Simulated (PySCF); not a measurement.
Species: CBrCl3.
SMILES: `ClC(Cl)(Cl)Br`

Linear response at CAM-B3LYP/def2-SVPD (PySCF, frozen core in the response, non-relativistic). Isolated species at its PBE0-D3(BJ)/def2-SVP geometry, gas phase. Relativistic effects, spin–orbit coupling among them, are left out although an element past zinc is present.

Static isotropic polarisability: 75.67 au (11.21 Å³), principal values 73.2, 73.2, 80.6 au.

(1) What is the polarisability at 1064 nm and at the sodium D line?

(2) What is the isotropic C6 coefficient between two such molecules, C6 = (3/π)∫α(iω)² dω?

(3) Which effective excitation energy ω̄ makes London's formula C6 = (3/4)α²ω̄ exact here?

(4) What n − 1 at the D line would an ideal gas of it have at 273.15 K and 1 atm (2.6868 × 10¹⁹ cm⁻³), by n − 1 = 2π·N·α′?

(5) What does −C6/R⁶ come to at R = 8 Å between centres?

(6) How many electrons N does the Slater–Kirkwood formula C6 = (3/4)·√N·α^(3/2) need to give this C6?

(7) How anisotropic is the static polarisability, by Δα² = ½[(α1 − α2)² + (α2 − α3)² + (α3 − α1)²]?

Answers

(1) 76.30 au at 1064 nm (+0.8 %), 77.79 au at 589.3 nm (+2.8 %). The rise at 589.3 nm is 3.36 times that at 1064 nm; a pure ω² law gives 3.26. The lowest singlet lies at 237 nm, shorter than both wavelengths.

(2) 2295 au (Eh·bohr⁶) by a ten-point quadrature over imaginary frequencies, which is 1370 eV·Å⁶ or 132 J·nm⁶/mol.

(3) ω̄ = 4·C6/(3α²) = 0.534 Eh = 14.5 eV. A one-pole form α(ω) = α/(1 − ω²/ω̄²) fitted to the 1064 nm value gives 12.8 eV. London's choice of the ionisation energy (11.07 eV, ΔSCF at the same level) gives C6 = 1750 au, 24 % too low.

(4) 19.46 × 10⁻⁴, a formal value whether or not that pressure can be reached.

(5) -500 J/mol. This is the leading, orientation-averaged term; C8 and higher terms are left out.

(6) N = (4·C6/3)²/α³ = 21.6; the species has 92 electrons in all.

(7) Δα = 7.4 au, or 0.10 of the isotropic value.
